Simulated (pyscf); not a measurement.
Optimised with ωB97X-D3(BJ)/def2-SVP in PySCF.

SMILES: [CH2]([Ga]([F])[F])F
```xyz
7

F      0.3614     0.7176    -1.6380
C     -0.7393    -0.0587    -1.9333
Ga    -1.0465    -1.3822    -0.5158
F     -0.0512    -1.5933     0.8992
F     -2.3933    -2.4956    -0.5741
H     -1.6295     0.5845    -2.0427
H     -0.5822    -0.5752    -2.8960
```

Problem. What is the homolytic dissociation enthalpy (298 K, ωB97M-D3(BJ)/def2-TZVP) of the C–Ga bond of F–CH₂–Ga(F)–F (SMILES F[CH2][Ga]([F])[F]), to •H₂C–F + [F–Ga–F]•?

Solution. C–Ga to •H₂C–F + [F–Ga–F]•: 66.8 kcal/mol. The 7 functionals that were run give +62.0 (r²SCAN) to +70.0 kcal/mol (ωB97X-D3(BJ)). The radicals are drawn with the spin at the cut bond; how far it spreads was not checked. Elements up to Kr have no core potential and no relativistic terms here.
